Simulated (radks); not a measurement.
Problem. These are the eigenvalues of the occupied orbitals of an atom or ion with whole-number occupations (Ry). All-electron calculation, scalar-relativistic Kohn-Sham, LB94 model potential, spin-polarised, spherical densities, finite nucleus; Fermi nuclear charge, rms radius of each element as measured or else 0.836 A^(1/3) + 0.57 fm. Program: a radial shooting solver on a logarithmic mesh with Libxc functionals.

1s up: -5794.433
1s down: -5793.492
2s up: -1449.138

Which element is it, and in what charge state? The configuration may be excited. Open shells, if any, are filled with parallel spins first.

Solution. Z = 74, tungsten, charge +71: W71+ in [He] 2s1. The list shows which subshells hold electrons but not how many an open one holds; the 1s level, -2897.2 hartree, gives Z - s = 76.1 by -(Z - s)^2/2, which with screening and relativity narrows Z to a few neighbours, and the depths of the outer levels then fix element, charge and occupations together.
